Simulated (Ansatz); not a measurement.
`CNB(F)[SiH2]Cl` + H₂S → `CNB(F)S` + `[SiH3]Cl`  (cleavage of the B–Si bond)

Calculated with Ansatz (gas phase, PBE0-D4/def2-TZVP geometries, no zero-point term in ΔE). CCSD(T)/CBS is the MP2 limit (def2-TZVPP, def2-QZVPP) plus CCSD(T) − MP2 in def2-TZVPP, frozen cores. This one scheme is used for every species. Functionals use def2-TZVPP. One conformer a species, not always the lowest.

```json
{"species": "`CNB(F)[SiH2]Cl`", "ωB97X-V energy (Eh)": "-970.93557"}
{"species": "H₂S", "ωB97X-V energy (Eh)": "-399.34253"}
{"species": "`CNB(F)S`", "ωB97X-V energy (Eh)": "-618.85957"}
{"species": "`[SiH3]Cl`", "ωB97X-V energy (Eh)": "-751.44310"}
```

(1) Work out ΔE.

Largest T1 diagnostic among the species: 0.012.

Answers

(1) ΔE = (-618.85957) + (-751.44310) − (-970.93557) − (-399.34253) = -0.02457 Eh = -64.5 kJ/mol. CCSD(T)/CBS gives -63.8 kJ/mol.

From PBE to PBE0 (25 % exact exchange), in def2-TZVPP and without D4, ΔE moves by −4.8 kJ/mol. In def2-TZVPP, CCSD(T) changes the Hartree–Fock value by +13.6 kJ/mol (the triples alone add +1.2 kJ/mol) and MP2 by +6.4 kJ/mol. The D4 term adds +3.6 kJ/mol with B3LYP and +2.3 kJ/mol with PBE0; it sums over pairs of atoms, weighted by their polarisabilities, and B3LYP, whose exchange is more repulsive, gets the larger term.

B3LYP here is the variant with VWN-RPA as its local correlation; programs differ in this.
